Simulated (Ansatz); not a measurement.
BeN₂Cl₂H₆⁻, that is BeCl2(NH3)2 with one electron more. Total charge -1; doublet. Geometry PBE0-D4/def2-SVP, that of the neutral singlet.

```xyz
11

Be    0.4836   -0.0019   -0.4621
Cl   -0.0562    0.2137   -2.3436
Cl    2.3369   -0.2229    0.1657
N    -0.3912   -1.4564    0.1192
H    -1.4014   -1.4476   -0.0223
H    -0.1859   -1.7171    1.0840
H    -0.0176   -2.1991   -0.4750
N    -0.1312    1.4586    0.3793
H    -0.0497    1.4490    1.3960
H    -1.0794    1.7290    0.1172
H     0.4921    2.1948    0.0417
```

At PBE-D4/def2-TZVPD, r2SCAN-D4/def2-TZVPD, PBE0-D4/def2-TZVPD the highest occupied level of the charge -1 doublet lies above zero (up to 1.46 eV). Energy differences put its binding near zero (0.01 eV; vertical, to the charge 0 singlet, at r2SCAN-D4/def2-TZVPD), which leaves it undecided.

(1) Estimate the α-spin orbital energies around the gap (eV) in Ansatz with PBE-D4/def2-TZVPD, r2SCAN-D4/def2-TZVPD, PBE0-D4/def2-TZVPD.

Results:

(1) 
```json
{"orbital": "HOMO−5", "PBE-D4/def2-TZVPD": "-4.06", "r2SCAN-D4/def2-TZVPD": "-4.42", "PBE0-D4/def2-TZVPD": "-5.48"}
{"orbital": "HOMO−4", "PBE-D4/def2-TZVPD": "-2.98", "r2SCAN-D4/def2-TZVPD": "-3.33", "PBE0-D4/def2-TZVPD": "-4.39"}
{"orbital": "HOMO−3", "PBE-D4/def2-TZVPD": "-2.95", "r2SCAN-D4/def2-TZVPD": "-3.30", "PBE0-D4/def2-TZVPD": "-4.36"}
{"orbital": "HOMO−2", "PBE-D4/def2-TZVPD": "-2.92", "r2SCAN-D4/def2-TZVPD": "-3.27", "PBE0-D4/def2-TZVPD": "-4.33"}
{"orbital": "HOMO−1", "PBE-D4/def2-TZVPD": "-2.70", "r2SCAN-D4/def2-TZVPD": "-3.04", "PBE0-D4/def2-TZVPD": "-4.09"}
{"orbital": "HOMO", "PBE-D4/def2-TZVPD": "1.44", "r2SCAN-D4/def2-TZVPD": "1.46", "PBE0-D4/def2-TZVPD": "1.11"}
{"orbital": "LUMO", "PBE-D4/def2-TZVPD": "2.16", "r2SCAN-D4/def2-TZVPD": "2.34", "PBE0-D4/def2-TZVPD": "2.57"}
{"orbital": "LUMO+1", "PBE-D4/def2-TZVPD": "2.71", "r2SCAN-D4/def2-TZVPD": "2.87", "PBE0-D4/def2-TZVPD": "3.12"}
{"orbital": "LUMO+2", "PBE-D4/def2-TZVPD": "2.72", "r2SCAN-D4/def2-TZVPD": "3.07", "PBE0-D4/def2-TZVPD": "3.13"}
{"orbital": "LUMO+3", "PBE-D4/def2-TZVPD": "3.46", "r2SCAN-D4/def2-TZVPD": "3.90", "PBE0-D4/def2-TZVPD": "3.88"}
{"orbital": "LUMO+4", "PBE-D4/def2-TZVPD": "3.57", "r2SCAN-D4/def2-TZVPD": "4.01", "PBE0-D4/def2-TZVPD": "4.07"}
{"orbital": "LUMO+5", "PBE-D4/def2-TZVPD": "3.74", "r2SCAN-D4/def2-TZVPD": "4.11", "PBE0-D4/def2-TZVPD": "4.24"}
{"orbital": "β HOMO", "PBE-D4/def2-TZVPD": "-2.69", "r2SCAN-D4/def2-TZVPD": "-3.04", "PBE0-D4/def2-TZVPD": "-4.08"}
{"orbital": "β LUMO", "PBE-D4/def2-TZVPD": "1.97", "r2SCAN-D4/def2-TZVPD": "2.19", "PBE0-D4/def2-TZVPD": "2.56"}
```
